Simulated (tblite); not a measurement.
Species: C₈H₉O₂P.
SMILES with atom numbers: `[CH3:1][O:2][c:3]1[cH:4][c:5]([CH3:6])[cH:7][c:8]([CH:9]=[O:10])[p:11]1` (hydrogens: H12, H13, H14 on C1; H15 on C4; H16, H17, H18 on C6; H19 on C7; H20 on C9)

Computed with GFN2-xTB (tblite), gas phase: L-BFGS steps from a force-field or distance-geometry start until the largest atomic force falls under 0.01 eV/Å.

Step 5: E = -879.5813 eV
```
atom  x, y, z in Å  |  force x, y, z in eV/Å
C1      3.4596   -0.9662   -0.6287   -0.233   0.043   0.018
O2      2.5241   -0.4011    0.2685    0.182  -0.005   0.093
C3      1.2101   -0.2763   -0.0581   -0.045  -0.026  -0.124
C4      0.4463    0.3284    0.9338    0.096   0.021   0.025
C5     -0.9085    0.5979    0.8687   -0.036  -0.054  -0.001
C6     -1.5716    1.2610    2.0296   -0.090   0.088   0.265
C7     -1.6583    0.2920   -0.2565    0.007   0.028   0.054
C8     -1.1635   -0.3223   -1.3934    0.306  -0.101  -0.080
C9     -2.1021   -0.5571   -2.5068   -0.080   0.074   0.177
O10    -3.2692   -0.2458   -2.4922    0.099   0.022   0.113
P11     0.5189   -0.8240   -1.5787   -0.008  -0.081  -0.339
H12     3.2024   -2.0025   -0.8538   -0.075  -0.086  -0.104
H13     4.4446   -0.9448   -0.1498   -0.309   0.096   0.090
H14     3.5073   -0.3877   -1.5530   -0.065   0.002  -0.138
H15     0.9823    0.6170    1.8234    0.095   0.014   0.141
H16    -1.5224    2.3416    1.9210    0.029   0.133  -0.049
H17    -1.0884    1.0066    2.9710    0.052  -0.041  -0.050
H18    -2.6207    0.9910    2.1001   -0.059  -0.066  -0.064
H19    -2.7036    0.5497   -0.2605   -0.219   0.026  -0.040
H20    -1.6924   -1.0465   -3.4046    0.355  -0.087   0.013
```

Step 6: E = -879.6037 eV
```
atom  x, y, z in Å  |  force x, y, z in eV/Å
C1      3.4451   -0.9661   -0.6339   -0.182   0.043   0.040
O2      2.5116   -0.4015    0.2649    0.179  -0.029   0.021
C3      1.1981   -0.2737   -0.0618    0.026  -0.039  -0.114
C4      0.4408    0.3307    0.9369    0.240  -0.054  -0.082
C5     -0.9110    0.6018    0.8735    0.019  -0.082  -0.010
C6     -1.5717    1.2611    2.0317   -0.097   0.108   0.232
C7     -1.6538    0.2934   -0.2510   -0.019  -0.047  -0.106
C8     -1.1560   -0.3232   -1.3861    0.372  -0.077  -0.047
C9     -2.0887   -0.5577   -2.4958   -0.026   0.047   0.114
O10    -3.2532   -0.2454   -2.4818   -0.134   0.053   0.060
P11     0.5223   -0.8217   -1.5905   -0.017  -0.015  -0.141
H12     3.1971   -2.0051   -0.8645   -0.090  -0.040  -0.047
H13     4.4209   -0.9357   -0.1386   -0.237   0.053   0.023
H14     3.5012   -0.3924   -1.5626   -0.086   0.019  -0.066
H15     0.9860    0.6144    1.8225    0.079   0.013   0.140
H16    -1.5215    2.3389    1.9173    0.022   0.212  -0.013
H17    -1.0819    1.0040    2.9665    0.022  -0.033   0.032
H18    -2.6187    0.9897    2.0919   -0.127  -0.072   0.010
H19    -2.6987    0.5447   -0.2679   -0.279   0.051  -0.007
H20    -1.6732   -1.0454   -3.3907    0.336  -0.110  -0.038
```

Step 7: E = -879.6201 eV
```
atom  x, y, z in Å  |  force x, y, z in eV/Å
C1      3.4304   -0.9657   -0.6382   -0.089   0.012   0.006
O2      2.5034   -0.4021    0.2627    0.084  -0.038  -0.054
C3      1.1899   -0.2723   -0.0665    0.107  -0.050  -0.094
C4      0.4401    0.3317    0.9379    0.198  -0.054  -0.082
C5     -0.9127    0.6038    0.8780    0.065  -0.083  -0.038
C6     -1.5734    1.2632    2.0363   -0.056   0.082   0.091
C7     -1.6508    0.2939   -0.2483   -0.032  -0.061  -0.115
C8     -1.1450   -0.3247   -1.3805    0.233  -0.021  -0.034
C9     -2.0782   -0.5578   -2.4858    0.031   0.007   0.012
O10    -3.2414   -0.2442   -2.4717   -0.181   0.033   0.002
P11     0.5261   -0.8207   -1.6036    0.039   0.045   0.068
H12     3.1910   -2.0078   -0.8742   -0.104   0.020   0.006
H13     4.3967   -0.9271   -0.1290   -0.124   0.006  -0.033
H14     3.4944   -0.3961   -1.5716   -0.109   0.023   0.013
H15     0.9906    0.6125    1.8244    0.037  -0.015   0.054
H16    -1.5204    2.3405    1.9141    0.003   0.194   0.035
H17    -1.0760    1.0010    2.9640   -0.022  -0.006   0.092
H18    -2.6196    0.9872    2.0854   -0.126  -0.046   0.078
H19    -2.6991    0.5413   -0.2744   -0.186   0.030   0.006
H20    -1.6513   -1.0461   -3.3790    0.232  -0.078  -0.014
```

Q: Estimate the geometry and energy of step 8. (The exact step hangs on the optimiser's Hessian estimate; all steps are aligned on step 7, rigid shifts and turns removed.)

A: E = -879.6273 eV, largest force 0.149 eV/Å
```
atom  x, y, z in Å  |  force x, y, z in eV/Å
C1      3.4227   -0.9654   -0.6403   -0.019  -0.016  -0.034
O2      2.5015   -0.4027    0.2614    0.020  -0.028  -0.062
C3      1.1892   -0.2727   -0.0701    0.097  -0.016  -0.017
C4      0.4428    0.3316    0.9373    0.088  -0.037  -0.065
C5     -0.9124    0.6031    0.8794    0.055  -0.041  -0.022
C6     -1.5752    1.2658    2.0396   -0.009   0.037  -0.021
C7     -1.6504    0.2934   -0.2485   -0.018  -0.048  -0.068
C8     -1.1373   -0.3254   -1.3791    0.034   0.036  -0.014
C9     -2.0743   -0.5576   -2.4819    0.049  -0.012  -0.045
O10    -3.2381   -0.2434   -2.4672   -0.071  -0.014  -0.033
P11     0.5293   -0.8203   -1.6092    0.081   0.050   0.115
H12     3.1864   -2.0087   -0.8783   -0.108   0.036   0.022
H13     4.3839   -0.9233   -0.1255   -0.036  -0.019  -0.053
H14     3.4895   -0.3972   -1.5752   -0.116   0.024   0.035
H15     0.9934    0.6114    1.8264    0.014  -0.037  -0.015
H16    -1.5198    2.3447    1.9134   -0.013   0.108   0.061
H17    -1.0738    0.9996    2.9647   -0.060   0.023   0.083
H18    -2.6222    0.9853    2.0841   -0.061  -0.007   0.098
H19    -2.7025    0.5403   -0.2771   -0.056  -0.004   0.005
H20    -1.6377   -1.0477   -3.3739    0.128  -0.035   0.030
```

The energy changes by -0.0072 eV. The first-order estimate −F·Δx gives -0.0108 eV and the mean of the old and new forces, exact on a quadratic surface, -0.0072 eV. The step makes an angle of 56° with the force vector and moves no atom by more than 0.015 Å.
